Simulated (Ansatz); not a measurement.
Born–Oppenheimer molecular dynamics of CH$_{2}$BClOS (7 atoms, charge 0, multiplicity 1). It starts from a relaxed structure.

All numbers below come from RKS B3LYP-D4/STO-3G in Ansatz 0.2.0.

```json
{
 "ensemble": "NVT, Langevin thermostat",
 "time step": "0.5 fs",
 "steps asked": "250",
 "set temperature": "1000 K",
 "friction": "0.001 /fs",
 "seed": "653023"
}
```

First frame:

```xyz
7
Properties=species:S:1:pos:R:3
O -1.357 1.446 0.833
C -0.496 0.529 0.697
B 0.031 -0.020 -0.706
S 1.216 -1.312 -0.817
Cl -0.622 0.716 -2.205
H -0.051 0.043 1.618
H 1.341 -1.470 0.535
```

**Question.** How far do the bonds stretch over the last three quarters of this one trajectory? (Pairs bonded in most of those frames.)

**Answer.** 
```tsv
bond	mean (Å)	spread (Å)	shortest	longest
O1–C2	1.268	0.035	1.21	1.33
C2–B3	1.617	0.040	1.53	1.68
C2–H6	1.138	0.023	1.09	1.18
B3–S4	1.771	0.049	1.66	1.86
B3–Cl5	1.812	0.048	1.73	1.90
S4–H7	1.370	0.030	1.32	1.42
```

Mean temperature of the second half: 441 K. The mean temperature of the second half is 56 % below the set value. A run of 0.12 ps of so small a system gives no equilibrium averages. Limits of this set-up: minimal basis.

Run time: 2.7 min on 1 thread of Intel(R) Xeon(R) 6975P-C (Granite Rapids) (shared host), peak memory 0.1 GiB.
